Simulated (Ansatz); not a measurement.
Job for Ansatz (a quantum-chemistry and plane-wave program): R-CCSD(T)/cc-pVDZ on BH3O2Se (SMILES OB(O)[SeH]), a point of a torsion scan. The run froze 17 orbitals, filled d shells among them.

Ansatz 0.2 input:
```yaml
crystal:
  periodic: [false, false, false]
  atoms:
    - {symbol: O, position_ang: [-0.92368439, -1.05297447, -0.20835453]}
    - {symbol: B, position_ang: [-0.02967702, -0.14869173, 0.21841146]}
    - {symbol: O, position_ang: [-0.13617435, 1.19235465, 0.21205556]}
    - {symbol: Se, position_ang: [1.62254672, -0.86378520, 0.93446944]}
    - {symbol: H, position_ang: [-1.76254420, -0.77156551, -0.57258766]}
    - {symbol: H, position_ang: [-0.92884232, 1.60673625, -0.12971782]}
    - {symbol: H, position_ang: [2.21608326, 0.40668058, 1.23818936]}
basis:
  gaussian:
    orbitals: cc-pVDZ
magnetization: {spin_polarized: false}
correlation: {method: ccsd_t, electrons: outside_noble_gas}
scf: {lower_state_search: off}
```

It printed:

```
WARN ansatz: RAYON_NUM_THREADS=1 ignored (pool sized by the plan → 1); use --threads N
Functional definition: HF
these checks for a lower state are left out or cut short: stability, starts, cluster_reference, orbital_swaps, neighbouring_geometries, increment
integrals: 0.08 GiB planned
844 factors; integrals over basis functions are off by at most 1.2e-3 eV
mean field: 0.25 GiB planned
mean field evaluation 1: about -70096.2653 eV, gradient 4.0e1 eV
mean field evaluation 2: about -70096.3443 eV, gradient 4.0e1 eV
mean field evaluation 4: about -70099.5426 eV, gradient 2.7e0 eV
mean field evaluation 8: about -70099.5796 eV, gradient 1.3e-1 eV
mean field -70099.57969905 eV, -2576.1120387386 hartree, gradient 6.4e-6 eV, S^2 0.000000; 0 other end points of the search recorded, 0 dependent functions left out
17 core orbitals not correlated
reference -70099.57969905 eV, -2576.1120387386 hartree; 12, 12 occupied and 55, 55 virtual orbitals, 844 factors
second order -15.50063869 eV of doubles, -0.00000000 eV of singles
coupled cluster: 0.19 GiB planned
cycle   1  -15.82627732 eV  change   -3.3e-1 eV  update   8.8e-2
cycle   2  -16.18241040 eV  change   -3.6e-1 eV  update   2.5e-2
cycle   3  -16.26797719 eV  change   -8.6e-2 eV  update   1.3e-2
cycle   4  -16.26199173 eV  change    6.0e-3 eV  update   2.7e-3
cycle   5  -16.26116870 eV  change    8.2e-4 eV  update   9.4e-4
cycle   6  -16.26116705 eV  change    1.7e-6 eV  update   2.6e-4
cycle   7  -16.26100227 eV  change    1.6e-4 eV  update   7.3e-5
cycle   8  -16.26098526 eV  change    1.7e-5 eV  update   2.1e-5
perturbative correction -0.40300967 eV, -0.0148103320 hartree
Total energy: -70116.24369398 eV, -2576.7244292569 hartree
Checks for a lower state left out: stability, starts, cluster_reference, orbital_swaps, neighbouring_geometries, increment
```

Self-consistency was reached.

Cost: roughly 3 core-seconds.
